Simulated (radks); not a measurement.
Task: The table gives one normalised radial function P(r) = r R(r) (large component) of Zr30+ in [Ne] (r in bohr). All-electron calculation, Dirac Kohn-Sham, PBE, spin-unpolarised, spherical densities, point nucleus. Program: a radial shooting solver on a logarithmic mesh with Libxc functionals.

r	P
0.002236	1.1330
0.002709	1.3358
0.003283	1.5687
0.003977	1.8332
0.004819	2.1299
0.005886	2.4712
0.007132	2.8253
0.008642	3.1963
0.01047	3.5705
0.01269	3.9276
0.01537	4.2410
0.01863	4.4776
0.02257	4.6009
0.02735	4.5750
0.03314	4.3725
0.04015	3.9838
0.04865	3.4260
0.05895	2.7480
0.07142	2.0267
0.08654	1.3508
0.1049	0.7967
0.1281	0.3928
0.1552	0.1660
0.188	0.0565
0.2278	0.0148
0.2761	0.0028
0.3345	0.0004
0.4053	0.0000
0.4911	0.0000

Which n and l does it have? It may be an empty orbital.

Result: n = 1, l = 0: the number of nodes gives n - l - 1 = 0, the rise at small r points to l (this Dirac orbital starts as r^gamma with gamma = sqrt((l + 1)^2 - (Z/c)^2) = 0.96; the j = 1/2 orbital of l + 1 starts with the same power, but with a smaller coefficient, and then steepens), and the extent must fit the shell. The curve is that of 1s1/2. 1s1/2: eigenvalue -19434.0 eV, 0 radial nodes, <r> = 0.0370 bohr, 90 % of the charge inside 0.0663 bohr.
